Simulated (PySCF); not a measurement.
# Correlation energy of Ge⁺ (germanium, charge +1)

[Ar] 3d10 4s1 4p2, high-spin 4P determinant (an excited configuration). Calculation: PySCF 2.14, in aug-cc-pVQZ-DK (8s7p5d3f2g, 93 functions); the spin-free X2C one-electron Hamiltonian (Gaussian nucleus). Frozen: [Ar] 3d10; 3 electrons correlated.

| level | correlation energy (mhartree) |
| --- | --- |
| CCSD | -12.60 |
| (T) | -0.08 |
| CCSD(T) | -12.68 |

Diagnostics: T1 = 0.0025, D1 = 0.0053, largest double amplitude 0.030.

Cost of the coupled-cluster step: about 8 core-seconds, for 3 correlated electrons.

Iterations:

```
CC2 = 0
CCSD nocc = (np.int64(3), np.int64(0)), nmo = (79, 79)
frozen orbitals [[0, 1, 2, 3, 4, 5, 6, 7, 8, 9, 10, 11, 12, 13], [0, 1, 2, 3, 4, 5, 6, 7, 8, 9, 10, 11, 12, 13]]
max_cycle = 100
direct = 0
conv_tol = 1e-08
conv_tol_normt = 1e-06
diis_space = 8
diis_start_cycle = 0
Init t2, MP2 energy = -0.00892711245357692
Init E_corr(UCCSD) = -0.00892711245663694
cycle = 1  E_corr(UCCSD) = -0.0113858723140288  dE = -0.00245875986  norm(t1,t2) = 0.0216918
cycle = 2  E_corr(UCCSD) = -0.0121697975154801  dE = -0.000783925201  norm(t1,t2) = 0.00800434
cycle = 3  E_corr(UCCSD) = -0.012611452777617  dE = -0.000441655262  norm(t1,t2) = 0.00314926
cycle = 4  E_corr(UCCSD) = -0.0126044454067924  dE = 7.00737082e-06  norm(t1,t2) = 0.000277363
cycle = 5  E_corr(UCCSD) = -0.0126049776907212  dE = -5.32283929e-07  norm(t1,t2) = 2.87437e-05
cycle = 6  E_corr(UCCSD) = -0.0126048744067443  dE = 1.03283977e-07  norm(t1,t2) = 4.03511e-06
cycle = 7  E_corr(UCCSD) = -0.012604920196426  dE = -4.57896817e-08  norm(t1,t2) = 4.4601e-07
cycle = 8  E_corr(UCCSD) = -0.0126049156262644  dE = 4.57016159e-09  norm(t1,t2) = 6.41066e-08
UCCSD converged
E(UCCSD) = -2096.618804693591  E_corr = -0.01260491562626443
UCCSD(T) correction = -8.03063056382529e-05
```
